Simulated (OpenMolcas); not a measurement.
Computed levels of 4d³ in ions with 39 electrons, in cm-1 above ⁴F_3/2.

```yaml
Program: OpenMolcas 26.06
Method: SS-CASPT2, IPEA 0.25 Eh, imaginary shift 0.1 Eh
Basis: ANO-R2
Scalar_Hamiltonian: X2C, finite nucleus
Spin-orbit_coupling: RASSI with atomic mean-field integrals over the reference wave functions, term energies averaged over their components
```

Active space for each ion: 3 electrons in 10 orbitals (4d 5d); closed shells correlated by CASPT2: 4s 4p.

| Level | Nb2+ | Mo3+ | Tc4+ | Rh6+ | Pd7+ |
| --- | --- | --- | --- | --- | --- |
| ⁴F_5/2 | 518 | 778 | 1065 | 1861 | 2460 |
| ⁴F_7/2 | 1183 | 1760 | 2380 | 4060 | 5260 |
| ⁴F_9/2 | 1954 | 2870 | 3850 | 6380 | 8130 |
| ⁴P_3/2 | 8480 | 10440 | 11940 | 14950 | 16250 |
| ⁴P_1/2 | 8630 | 10490 | 11990 | 15210 | 16740 |
| ²G_7/2 | 9470 | 11780 | 13810 | 18040 | 20160 |
| ⁴P_5/2 | 9800 | 11830 | 13710 | 18070 | 20430 |
| ²G_9/2 | 10070 | 12560 | 14740 | 19240 | 21470 |
| ²P_1/2 | 10080 | 14000 | 17140 | 22950 | 25830 |

**Question.** Estimate ⁴F_9/2, ⁴P_3/2, ⁴P_1/2 for Ru5+ from its neighbours Tc4+ and Rh6+.

**Answer.** ⁴F_9/2 is fine structure, which grows about as the fourth power of a screened charge, so the fourth roots are averaged: ((3850^0.25 + 6380^0.25) / 2)^4 = 4996. The calculation gives 5030, so the estimate is off by -0.7 %.
⁴P_3/2 is another term, which grows about linearly with the charge: (11940 + 14950) / 2 = 13445. The calculation gives 13710, so the estimate is off by -1.9 %.
⁴P_1/2 is another term, which grows about linearly with the charge: (11990 + 15210) / 2 = 13600. The calculation gives 13830, so the estimate is off by -1.7 %.

Mixed levels, with the weight of the term that names them: Nb2+ ⁴P_3/2 (59 %), Nb2+ ⁴P_1/2 (68 %), Nb2+ ²P_1/2 (68 %), Ru5+ ²G_9/2 (74 %), Rh6+ ²G_9/2 (68 %), Pd7+ ⁴P_3/2 (72 %), Pd7+ ²G_9/2 (60 %).

Term energies are means over components that CASPT2 splits; among the terms shown or strongly mixed into the levels shown the widest spread is 660 cm-1 (4d³ ⁴F, Rh6+). Active for correlation alone: 5d; no level in the range computed is led by a configuration that fills it, so any true level of that kind is missing. Only configurations of the active space appear.
